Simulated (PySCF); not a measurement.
## AsF₃ + 3 H₂O → As(OH)₃ + 3 HF

Level: PBE0 in the def2-TZVP basis family, all electrons, no relativity, computed in PySCF with density fitting; open shells unrestricted.

| species | state and structure | ZPE (kJ/mol) | H(298 K) − H(0) (kJ/mol) | S° (J/(mol K)) |
| --- | --- | --- | --- | --- |
| AsF₃ | singlet, C3v, As–F 1.715 Å (×3); F–As–F 95.9° (×3) | 18.0 | 14.2 | 289.0 |
| H₂O | singlet, C2v, O–H 0.960 Å (×2); H–O–H 105.1° | 56.5 | 9.9 | 188.7 |
| As(OH)₃ | singlet, C1, As–O 1.768 Å (×2), As–O 1.794 Å, O–H 0.961 Å, O–H 0.965 Å (×2); As–O–H 109.0°, As–O–H 111.4°, As–O–H 112.0°, O–As–O 91.2°, O–As–O 100.0° (×2) | 108.1 | 18.7 | 325.9 |
| HF | singlet, C∞v, H–F 0.920 Å | 24.9 | 8.7 | 173.6 |

(1) Is the gas-phase reaction uphill or downhill in electronic energy at this level, and by how much?

(2) Add zero-point, thermal and entropy terms for 298.15 K and 1 bar.

Results:

(1) At PBE0/def2-TZVP, ΔE = 77.8 kJ/mol, uphill. 

(2) ΔZPE = -4.7 and Δ[H(298) − H(0)] = 0.9 kJ/mol give ΔH° = 74.0 kJ/mol. ΔS° = -8.4 J/(mol K), so ΔG° = 74.0 − 298.15 × (-0.0084) = 77 kJ/mol and log₁₀K = -13.4.

Each species is the lowest minimum found with this bonding; other isomers or fragments can lie lower.
